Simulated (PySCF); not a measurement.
## Dipole moment and polarisability of `C#C[Si@H]([SiH3])O[SiH3]`

Species: C₂H₈OSi₃.
Atom-mapped SMILES: `[CH:1]#[C:2][Si@H:3]([SiH3:4])[O:5][SiH3:6]` (hydrogens: H7 on C1; H8 on Si3; H9, H10, H11 on Si4; H12, H13, H14 on Si6)

Structure used (GFN2-xTB), in Å, numbered top down from 1:
```
atom  x, y, z in Å
C1    -0.2174    3.0837   -0.4565
C2    -0.2863    1.8984   -0.6492
Si3   -0.3927    0.0600   -0.9055
Si4   -2.0882   -0.8948    0.3310
O5     1.0332   -0.5822   -0.4355
Si6    2.2639   -0.9613    0.5380
H7    -0.1545    4.1221   -0.2941
H8    -0.3672   -0.1563   -2.3596
H9    -1.9239   -0.7593    1.7841
H10   -2.2465   -2.3331    0.0760
H11   -3.3725   -0.2720   -0.0088
H12    2.8627    0.2824    1.0161
H13    3.1688   -1.7385   -0.3035
H14    1.7198   -1.7496    1.6453
```

Level: CAM-B3LYP/def2-SVPD (PySCF), static field, nuclei fixed, core orbitals frozen in the response. The polarisability tensor in these axes (au):

```
x   104.00   3.85  -2.19
y     3.85 117.84  -2.93
z    -2.19  -2.93  90.09
```

Q: What are the eigenvalues, a third of the trace, and Δα (Δα² = ½Σ(αi − αj)² over the three pairs)?

A: Principal values 89.56, 103.14 and 119.23 au; mean 103.98 au = 15.41 Å³ = 17.14 × 10⁻⁴⁰ C²·m²/J; Δα = 25.73 au (25 % of the mean).

Q: What is the dipole moment, and where does it point?

A: (-0.05, 0.42, 0.43) D, 0.60 D in size, pointing from the negative to the positive side. Measured along this direction, the outermost atoms are H8 and H13 at the negative end and H7 at the positive end.

Q: Orientational against electronic polarisability at 250 K (dilute gas, rigid molecules)?

A: In Gaussian units μ²/3kT = 3.51 Å³ against 15.41 Å³, a ratio of 0.23; the Debye molar polarisation (4π/3)N_A(α + μ²/3kT) is 47.7 cm³/mol, leaving out the vibrational part.

Q: Traceless (Buckingham) quadrupole moment about the centre of nuclear charge: eigenvalues?

A: -5.28, -1.01, 6.29 D·Å. The values depend on the origin, since the dipole doesn't vanish. The electronic extent ⟨r²⟩ about the same centre is 1399 bohr², a root-mean-square distance of 2.37 Å for the 70 electrons.

Q: Sum over states: ᾱ = Σ f/ω², ω in Eh. What share falls to these 8 lowest TDDFT singlets (eV, f)? 5.79, 0.0058; 6.22, 0.0031; 6.34, 0.0057; 6.61, 0.0130; 7.13, 0.0774; 7.24, 0.0065; 7.53, 0.0915; 7.66, 0.1154.

A: They add up to 4.39 au, 4.2 % of the 103.98 au; the largest single term is 1.46 au, from the state at 7.66 eV. Terms in order: 0.13, 0.06, 0.11, 0.22, 1.13, 0.09, 1.20, 1.46 au. Higher excitations give the rest. The strengths listed sum to 0.318.

One conformer (not necessarily the lowest) at the GFN2-xTB geometry, without solvent, vibrations or thermal averaging.
